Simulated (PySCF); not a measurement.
**Simulated characterisation data**

Non-relativistic Hamiltonian, single conformer, gas phase, fast rotation and ring inversion assumed for equivalent nuclei. NMR shieldings at PBE0/pcSseg-1/GIAO; geometry from GFN2-xTB; PySCF 2.14.

Scale: TMS for ¹H and ¹³C (reference shieldings calculated alike). Splittings of carbon signals by F and P are missing where no couplings were computed. Where no couplings were computed, multiplicities follow the n + 1 count of equivalent neighbours, and m marks all less simple cases (inequivalent or close neighbours, rings, F or P nearby). Shifts are as computed. Against solution values, carbons near 30 ppm lie about +3 ppm off and those near 130 ppm about +5 ppm. Of 1211 compounds with measured shifts, 218 miss one by over three times the rms of a fit or turn the order of signals round; such compounds aren't used in these exercises.

Compound 1 (C4H3F5O). ¹H NMR (600 MHz, computed): δ 6.34 (m, 1H), 5.86 (m, 1H), 5.65 (m, 1H). ¹³C{¹H} NMR (computed): δ 160.0, 129.6, 117.5, 105.8. Structure: SMILES C=C(OC(F)(F)F)C(F)F.

Compound 2 (C6H7F3Si). ¹H NMR (600 MHz, computed): δ 4.79 (m, 1H), 4.73 (m, 1H), 3.22 (m, 1H), 1.94 (m, 2H), 1.86 (m, 2H). ¹³C{¹H} NMR (computed): δ 124.6 (C), 103.6 (C), 76.9 (C), 23.1 (CH), 19.3 (CH2). Structure: `FC(F)(F)C#CC1C[SiH2]C1`.

Compound 3 (C7H9NO). ¹H NMR (600 MHz, computed): δ 8.85 (d, 1H), 8.74 (s, 1H), 8.17 (d, 1H), 7.46 (m, 1H), 4.62 (s, 2H), 3.75 (s, 3H). ¹³C{¹H} NMR (computed): δ 154.2 (CH), 152.0 (CH), 140.1 (C), 139.7 (CH), 128.4 (CH), 76.4 (CH2), 61.5 (CH3). Structure: `COCc1cccnc1`.
